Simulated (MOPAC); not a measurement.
Input file for MOPAC: PM6 on As2+, 2S+1 = 2, a spin state set in the input, which need not be the lowest, a point of a bond scan (R = 2.194 Å). Charge +1.

```
PM6 1SCF PRECISE CHARGE=1 UHF MS=0.5 THREADS=1
As2

As     0.00000000 1     0.00000000 1     0.00000000 1
As     0.00000000 1     0.00000000 1     2.19431700 1
```

The log:

```
*******************************************************************************
 **                                                                           **
 **                              MOPAC v23.2.5                                **
 **                                                                           **
 *******************************************************************************
 ** MOPAC's Digital Object Identifier: https://doi.org/10.5281/zenodo.6511958 **
 **                                                                           **
 ** Please cite the open-source release paper for use of this MOPAC version:  **
 ** J. E. Moussa and J. J. P. Stewart (2026)                                  **
 ** MOPAC: An open-source semiempirical molecular orbital program             **
 ** J. Open Source Softw., 11(119), 8025, https://doi.org/10.21105/joss.08025 **
 *******************************************************************************

                              PM6 CALCULATION RESULTS

 *******************************************************************************
 *  PM6        - The PM6 Hamiltonian to be used
 *  UHF        - UNRESTRICTED HARTREE-FOCK CALCULATION
 *
 *
 *
 *                 CHARGE ON SYSTEM = +1
 *
 *
 *
 *  MS=        - IN MECI, MAGNETIC COMPONENT OF SPIN =  0.5
 *  PRECISE    - TIGHTER CRITERIA TO BE USED
 *  1SCF       - DO 1 SCF AND THEN STOP
 *  THREADS=1  - MULTI-THREADING NOT USED
 *  T=         - A TIME OF 172800.0 SECONDS REQUESTED
 *  DUMP=N     - RESTART FILE WRITTEN EVERY 7200.0 SECONDS REQUESTED
 *******************************************************************************
PM6 1SCF PRECISE CHARGE=1 UHF MS=0.5 THREADS=1
 As2

   ATOM   CHEMICAL          X               Y               Z
  NUMBER   SYMBOL      (ANGSTROMS)     (ANGSTROMS)     (ANGSTROMS)

     1      As          0.00000000  *   0.00000000  *   0.00000000  *
     2      As          0.00000000  *   0.00000000  *   2.19431700  *



          CARTESIAN COORDINATES

    NO.       ATOM           X           Y           Z

     1        As          0.0000      0.0000      0.0000
     2        As          0.0000      0.0000      2.1943

 General Reference for PM6:
 "Optimization of Parameters for Semiempirical Methods V: Modification of NDDO Approximations
 and Application to 70 Elements", J. J. P. Stewart, J. Mol. Mod., 13, 1173-1213 (2007)
 URL: https://link.springer.com/article/10.1007/s00894-007-0233-4

           Empirical Formula: As2  =     2 atoms



      MOLECULAR POINT GROUP   :   D*h


          UHF CALCULATION, NO. OF ALPHA ELECTRONS =    5
                           NO. OF BETA  ELECTRONS =    4

 -------------------------------------------------------------------------------
 PM6 1SCF PRECISE CHARGE=1 UHF MS=0.5 THREADS=1
 As2



     1SCF WAS SPECIFIED, SO BFGS WAS NOT USED
     SCF FIELD WAS ACHIEVED


                              PM6 CALCULATION
                                                       MOPAC v23.2.5 Linux




          FINAL HEAT OF FORMATION =        273.47948 KCAL/MOL =    1144.23815 KJ/MOL


          COSMO AREA              =         91.78 SQUARE ANGSTROMS
          COSMO VOLUME            =         77.50 CUBIC ANGSTROMS

          IONIZATION POTENTIAL    =         14.558138 EV
          ALPHA SOMO LUMO (EV)    =        -14.608 -6.612
          BETA  SOMO LUMO (EV)    =        -14.558 -8.744
          NO. OF ALPHA ELECTRONS  =          5
          NO. OF BETA  ELECTRONS  =          4
          MOLECULAR WEIGHT        =        149.8432         POINT GROUP:  D*h

          MOLECULAR DIMENSIONS (Angstroms)

            Atom       Atom       Distance
           As     2   As     1     2.19432
           As     2   As     1     0.00000
           As     1   As     2     0.00000


          SCF CALCULATIONS        =          1





   ATOM   CHEMICAL          X               Y               Z
  NUMBER   SYMBOL      (ANGSTROMS)     (ANGSTROMS)     (ANGSTROMS)

     1      As          0.00000000  *   0.00000000  *   0.00000000  *
     2      As          0.00000000  *   0.00000000  *   2.19431700  *

                             CARTESIAN COORDINATES

   1   As        0.000000000     0.000000000     0.000000000
   2   As        0.000000000     0.000000000     2.194317000


           Empirical Formula: As2  =     2 atoms



      MOLECULAR POINT GROUP   :   D*h


          ALPHA EIGENVALUES
 -22.17697 -19.04026 -15.11676 -14.60751 -14.60751  -6.61186  -6.61186  -4.39793
  41.93356  42.14631  42.14631  43.08762  43.08762  43.40028  43.71089  43.71089
  44.50625  44.50625


           BETA EIGENVALUES
 -21.78803 -18.05377 -14.55814 -14.55814  -8.74391  -6.48725  -6.48725  -2.88425
  43.29767  43.29767  43.40389  43.40389  43.89606  44.70625  44.70625  44.91939
  45.17190  45.17190


              NET ATOMIC CHARGES AND DIPOLE CONTRIBUTIONS

  ATOM NO.   TYPE          CHARGE      No. of ELECS.   s-Pop       p-Pop       d-Pop
    1         As           0.500000        4.5000     1.75561     2.73875     0.00565
    2         As           0.500000        4.5000     1.75561     2.73875     0.00565
 DIPOLE           X         Y         Z       TOTAL
 POINT-CHG.     0.000     0.000     0.000     0.000
 HYBRID        -0.000     0.000    -0.000     0.000
 SUM           -0.000     0.000     0.000     0.000


          ATOMIC ORBITAL ELECTRON POPULATIONS

     Atom    s        px        py        pz      x^2-y^2     xz        z^2       yz        xy
    1 As   1.75561   0.99865   0.99865   0.74144   0.00000   0.00135   0.00295   0.00135   0.00000
    2 As   1.75561   0.99865   0.99865   0.74144   0.00000   0.00135   0.00295   0.00135   0.00000


                    (SZ)    =    0.500000
                    (S**2)  =    0.762113


          ATOMIC ORBITAL SPIN POPULATIONS

    Atom   Total    s     px     py     pz   x^2-y^2  xz     z^2    yz     xy
         Atomic
    1 As  0.5000  0.093  0.001  0.001  0.408  0.000 -0.001 -0.000 -0.001  0.000
    2 As  0.5000  0.093  0.001  0.001  0.408  0.000 -0.001 -0.000 -0.001  0.000

 **********************
 *                    *
 * JOB ENDED NORMALLY *
 *                    *
 **********************




 == MOPAC DONE ==
```

The run finished.

Cost: roughly 0.03 core-seconds.
